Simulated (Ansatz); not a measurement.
C$_{3}$H$_{9}$O$_{2}$Sb (`C[O][Sb]([CH3])[O]C`) at its PBE0-D4/def2-TZVP geometry, where that method's forces vanish. Charge 0, multiplicity 1. Sb takes the def2 core potential.

```xyz
15

C    -0.9032    0.2713   -1.7658
O     0.2926   -0.4624   -1.6473
Sb    0.8862   -1.1503    0.0891
C    -1.0183   -1.7795    0.8286
O     0.7124    0.5247    1.1059
C     1.7268    1.4944    1.0017
H    -1.0147    1.0166   -0.9692
H    -0.8846    0.7966   -2.7248
H    -1.7839   -0.3826   -1.7532
H    -0.8887   -2.2494    1.8045
H    -1.6572   -0.9023    0.9324
H    -1.4701   -2.4974    0.1423
H     2.7305    1.0758    1.1592
H     1.7167    1.9931    0.0244
H     1.5554    2.2513    1.7722
```

(1) What forces (eV/Å) does ωB97M-V/def2-TZVPP give on these atoms in Ansatz 0.2.0? (Best estimate.)

Results:

(1) The calculation gave: 
```
C1  -0.279  0.184 -0.064
O2   0.217 -0.146  0.110
Sb3 -0.089  0.008  0.027
C4   0.064  0.038 -0.038
O5  -0.186 -0.227 -0.039
C6   0.225  0.260 -0.001
H7   0.014 -0.058 -0.050
H8  -0.017 -0.041  0.089
H9   0.074  0.046  0.007
H10 -0.018  0.034 -0.071
H11  0.037 -0.064 -0.008
H12  0.017  0.049  0.051
H13 -0.086  0.025 -0.015
H14 -0.003 -0.045  0.081
H15  0.030 -0.063 -0.079
```
